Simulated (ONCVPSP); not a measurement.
## Configuration tests for K (Z = 19) (ONCV)

```json
{
 "Element": "potassium (K)",
 "Generator": "ONCVPSP 4.0.1",
 "Type": "optimised norm-conserving Vanderbilt (ONCV)",
 "Functional": "Wu-Cohen",
 "Relativity": "fully relativistic",
 "Frozen core": "[Ne]",
 "Valence charge": "9",
 "Reference configuration": "3s2 3p6 4s0.5 4p0.5",
 "Partial waves": "3s+4s: rc 2.15 bohr, ncon 4, nbas 7, qcut 6.7 1/bohr, 2 projectors; 3p+4p: rc 2.10 bohr, ncon 4, nbas 8, qcut 8.3 1/bohr, 2 projectors; d scattering state at 0.02 Ha: rc 2.20 bohr, ncon 3, nbas 6, qcut 4.4 1/bohr, 2 projectors, debl 1.9 Ha",
 "Local potential": "polynomial inside 1.85 bohr (lpopt 5, dvloc0 0 Ha)",
 "Core correction": "polynomial model core, fcfact 0.75"
}
```

Open shells are filled in proportion to 2j + 1.

Energies are relative to the spin-unpolarised reference configuration 3s2 3p6 4s0.5 4p0.5; without spin polarisation the order of configurations can differ from experiment.

Problem. Give the all-electron excitation energy and the error of the potential for: 3s2 3p6 4s1 4p0; 3s2 3p6 4s0 4p0; 3s2 3p6 4s0.5 4p0; 3s1 3p6 4s1 4p0.

Solution.

```json
{"valence configuration": "3s2 3p6 4s1 4p0", "charge": "0", "ΔE all-electron (eV)": "-0.737", "error AE − PS (meV)": "0.0"}
{"valence configuration": "3s2 3p6 4s0 4p0", "charge": "+1", "ΔE all-electron (eV)": "3.436", "error AE − PS (meV)": "0.0"}
{"valence configuration": "3s2 3p6 4s0.5 4p0", "charge": "+0.5", "ΔE all-electron (eV)": "0.852", "error AE − PS (meV)": "0.0"}
{"valence configuration": "3s1 3p6 4s1 4p0", "charge": "+1", "ΔE all-electron (eV)": "41.213", "error AE − PS (meV)": "-89"}
```

Levels in the configuration 3s2 3p6 4s0.5 4p0:

| level | all-electron (eV) | pseudo (eV) |
| --- | --- | --- |
| 3s j=1/2 | -38.116 | -38.116 |
| 3p j=3/2 | -21.543 | -21.542 |
| 3p j=1/2 | -21.813 | -21.812 |
| 4s j=1/2 | -4.104 | -4.104 |

Note: no bound ghost flagged; GHOST(+) flagged for s at 28.9 eV.
